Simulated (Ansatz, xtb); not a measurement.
**Two structures of BH9SSi3**

Structure a: `B[Si]([SiH3])([SiH3])S`, a singlet. Structure b: a singlet given by its coordinates. Both are isolated molecules in the gas phase, relaxed with r2SCAN-D4/def2-SVP; the shapes shown needn't be the lowest conformers.

a (Å):

```
atom    x (Å)    y (Å)    z (Å)
   B  -2.2112  -1.1292  -0.0832
   S   0.8021  -2.3598   1.0924
  Si  -0.3000  -0.6917   0.2350
  Si  -0.1633   1.1597   1.6845
  Si   0.6985  -0.0642  -1.8039
   H  -2.7038  -2.2005   0.1712
   H  -2.9130  -0.2674  -0.5586
   H  -0.7950   2.3662   1.0660
   H   1.2807   1.4490   1.9482
   H  -0.8355   0.8624   2.9854
   H   0.0512   1.1661  -2.3556
   H   0.5939  -1.1685  -2.8049
   H   2.1463   0.2189  -1.5547
   H   1.9838  -1.7040   1.1540
```

b (Å):

```xyz
14

B    -1.1790    0.3751    0.7399
S    -1.2671    1.4082   -0.9724
Si   -0.8715   -1.5606    0.2410
Si    0.9784   -1.4458   -1.2192
Si    0.6231    0.7469   -2.0036
H    -2.2336    0.6258    1.2903
H    -0.2115    0.8874    1.2784
H    -1.9712   -2.1532   -0.6006
H    -0.5769   -2.5341    1.3412
H     1.0422   -2.3584   -2.4037
H     2.3124   -1.4413   -0.5409
H     1.5795    1.7894   -1.5318
H     0.3344    0.9662   -3.4526
H    -2.1045    0.6570   -1.7345
```

Close contacts (Å): B1–S2 2.00, B1–Si3 2.02, S2–Si5 2.25, Si3–Si4 2.36, Si4–Si5 2.36, B1–H6 1.22, B1–H7 1.22, S2–H14 1.36, Si3–H8 1.51, Si3–H9 1.50, Si4–H10 1.50, Si4–H11 1.50, Si5–H12 1.49, Si5–H13 1.49.

**Question.** Estimate E(b) − E(a) at the level CCSD(T)/def2-SVP + ΔMP2/def2-TZVPP.

**Answer.** Calculated at CCSD(T)/def2-SVP + ΔMP2/def2-TZVPP: E(b) − E(a) = −14.8 kcal/mol, so structure b lies lower.

Level by level:

```csv
level,geometry,E(b) − E(a) (kcal/mol),departure from the last row (kcal/mol),"job, with rough time for the two"
r2SCAN-D4/def2-SVP,r2SCAN-D4/def2-SVP,−17.3,−2.6,"optimisation, 2.1 min"
HF/def2-SVP,r2SCAN-D4/def2-SVP,−1.6,+13.2,part of the CCSD(T) run
MP2/def2-SVP,r2SCAN-D4/def2-SVP,−16.3,−1.5,part of the CCSD(T) run
CCSD(T)/def2-SVP,r2SCAN-D4/def2-SVP,−15.0,−0.2,single point
CCSD(T)/def2-SVP + ΔMP2/def2-TZVPP,r2SCAN-D4/def2-SVP,−14.8,,"single point, 35 s"
```

None of the levels shown reverses the order. The largest departure from CCSD(T)/def2-SVP + ΔMP2/def2-TZVPP is that of HF/def2-SVP, 13.2 kcal/mol. Levels run at GFN2-xTB geometries aren't shown. The last row adds to CCSD(T) the change of the MP2 difference between the two basis sets, here +0.2 kcal/mol.

With thermal terms from frequencies at re-optimised GFN2-xTB minima (ideal gas, soft modes damped towards free rotors, one conformer each, 298.15 K, 1 atm): the zero-point term adds +2.1 kcal/mol; ΔH is −14.3 and ΔG −10.0 kcal/mol.

The correlated steps freeze 21 core orbitals. Codes used: Ansatz 0.2.0, xtb 6.7.1; the last row on 2 threads of Intel(R) Xeon(R) 6975P-C (Granite Rapids) on a shared host.
